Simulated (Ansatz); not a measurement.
System: sum formula H$_{3}$SiO$_{3}$F (charge 0, singlet). 
Coordinates optimised at B3LYP-D3(BJ)/def2-TZVP (Ansatz, a quantum-chemistry and plane-wave program):
SMILES: O[Si](O)(O)F
```xyz
8

Si     0.0007    -0.0003    -0.0170
F     -0.0678     0.0278     1.5817
O     -0.7923     1.2887    -0.6039
O      1.5552     0.0491    -0.4816
O     -0.6928    -1.3665    -0.5530
H     -0.5010     2.1695    -0.3569
H      2.1518    -0.6459    -0.1938
H     -1.6127    -1.5392    -0.3394
```
Charge 0, spin multiplicity 1.

Property: atomisation energy (electronic, to ground-state atoms); the coupled-cluster value holds the core correlation from cc-pwCVTZ, in kcal/mol. Correlated levels leave the core frozen unless marked. UHF or UKS for open shells. Spin-orbit coupling is left out. Non-relativistic. CBS(X,Y): correlation extrapolated as X^-3; Hartree-Fock from the larger set (for Q and 5 zeta extrapolated as (X+1)exp(-9√X)).

Level to compare with: CCSD(T)/CBS(cc-pV(Q+d)Z,cc-pV(5+d)Z) plus the core term (Ansatz), 825.6 kcal/mol. It is a level with limits of its own, and the differences hold the functionals' basis error too.

Rank these functionals by how close they come to CCSD(T)/CBS(cc-pV(Q+d)Z,cc-pV(5+d)Z), closest first: wB97M-V/def2-TZVPD (Ansatz); PBE0/def2-TZVPD (Ansatz); SVWN5/def2-TZVPD (Ansatz); B97M-V/def2-TZVPD (Ansatz).

wB97M-V/def2-TZVPD (range-separated hybrid meta-GGA with VV10, 815.1 kcal/mol, difference -10.5), B97M-V/def2-TZVPD (meta-GGA with VV10, 810.6 kcal/mol, difference -15.0), PBE0/def2-TZVPD (global hybrid, 796.6 kcal/mol, difference -29.0), SVWN5/def2-TZVPD (LDA, 941.5 kcal/mol, difference 115.9)
